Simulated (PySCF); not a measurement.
C₆H₁₀OSi₂.
Geometry (PBE0-D3(BJ)/def2-SVP, Å), atoms numbered from 1 in this order:
```xyz
19
C6H10OSi2 angstrom
C     -1.4490    2.3817    0.9070
C     -1.5943    1.4252    0.1752
C     -1.7187    0.2609   -0.6796
C     -2.4843   -0.8986   -0.0734
C     -1.9889   -2.1373   -0.2057
C     -0.6853   -2.3369   -0.9323
Si    -0.0373   -0.5725   -1.0708
O      1.0868   -0.2392    0.0891
Si     1.5620    0.5160    1.4885
H     -1.3287    3.2349    1.5477
H     -2.1894    0.5663   -1.6352
H     -3.4248   -0.7024    0.4507
H     -2.5259   -2.9990    0.2060
H     -0.8404   -2.7988   -1.9242
H      0.0030   -3.0018   -0.3845
H      0.5243   -0.1857   -2.3955
H      0.5645    0.3053    2.5777
H      1.7677    1.9762    1.2635
H      2.8617   -0.0940    1.8981
```

All values: PBE0/pcSseg-1 (PySCF, non-relativistic), on one gas-phase PBE0-D3(BJ)/def2-SVP geometry that isn't relaxed in the solvent. The solvent is an IEF-PCM continuum (Bondi radii, 1.10 Å for H, scaled by 1.2). Specific hydrogen bonds and non-electrostatic terms are outside this model.

Gas phase at PBE0/pcSseg-1: HOMO -7.12 eV, LUMO 0.10 eV, dipole 0.97 D.

Q: What does the continuum do to the energy, the frontier levels and the dipole at PBE0/pcSseg-1 in benzene and dimethylsulfoxide?

A: 
```csv
solvent,ε,E(solvent) − E(gas) (kJ/mol),polarisation term (kJ/mol),distortion of the solute (kJ/mol),HOMO (eV),LUMO (eV),dipole (D)
benzene,2.271,-7.11,-7.43,0.32,-7.10,0.16,1.14
dimethylsulfoxide,46.83,-16.36,-18.20,1.84,-7.11,0.18,1.37
```

The first energy column is the sum of the next two and covers electrostatics alone. From benzene to dimethylsulfoxide the lowering changes by a factor 2.30, Onsager's factor (ε − 1)/(2ε + 1) by 2.11 and ε itself by 20.6.

Q: Give the dipole vector in the frame of the coordinates (D, pointing from negative to positive charge), gas and dimethylsulfoxide.

A: Gas (-0.46, -0.77, -0.37), solvent (-0.50, -1.10, -0.64). Its length changes by +41 % and its direction by 8°.

Q: Which Hirshfeld charges (PBE0/pcSseg-1) respond most in benzene (means over atoms taken as equivalent)?

A: 
```csv
atoms,environment,gas (e),solvent (e),change
C1,terminal alkyne carbon,-0.121,-0.127,-0.006
H10,alkyne hydrogen,+0.093,+0.097,+0.004
C2,alkyne carbon,-0.040,-0.044,-0.004
H11,methine hydrogen,+0.054,+0.058,+0.004
H14,methylene hydrogen,+0.045,+0.048,+0.003
C4,alkene CH carbon,-0.047,-0.050,-0.003
H13,vinylic hydrogen,+0.048,+0.050,+0.002
H15,methylene hydrogen,+0.047,+0.049,+0.002
O8,siloxane oxygen,-0.304,-0.306,-0.002
H12,vinylic hydrogen,+0.048,+0.049,+0.001
C6,sp3 carbon bound to silicon,-0.165,-0.164,+0.001
C3,sp3 carbon bound to silicon,-0.104,-0.104,0.000
```

Q: Which Mayer bond orders change most in benzene?

A: 
```
  bond  length (Å)    gas  solvent  change
 C1–C2       1.213  2.529    2.516  -0.013
Si7–O8       1.649  0.961    0.955  -0.006
C6–Si7       1.885  0.874    0.879  +0.005
C1–H10       1.074  1.134    1.138  +0.004
C3–H11       1.108  0.891    0.888  -0.003
 C3–C4       1.516  1.020    1.018  -0.002
C6–H14       1.105  0.925    0.923  -0.002
C6–H15       1.103  0.935    0.933  -0.002
```

Q: How do the nuclear quadrupole coupling constants eQVzz/h respond in benzene?

A: 
```
  nucleus  Q (barn)  gas (MHz)  solvent (MHz)  η gas  η solvent
17O at O8   -0.0256      -7.04          -7.02   0.14       0.14
```

On an Intel Xeon Platinum 8488C with one thread, shared host with 96 logical CPUs at a one-minute load of 39, this took 41 s and 1.2 GiB of memory at its peak. This is the whole shielding run at PBE0/pcSseg-1 in dimethylsulfoxide, SCF included.
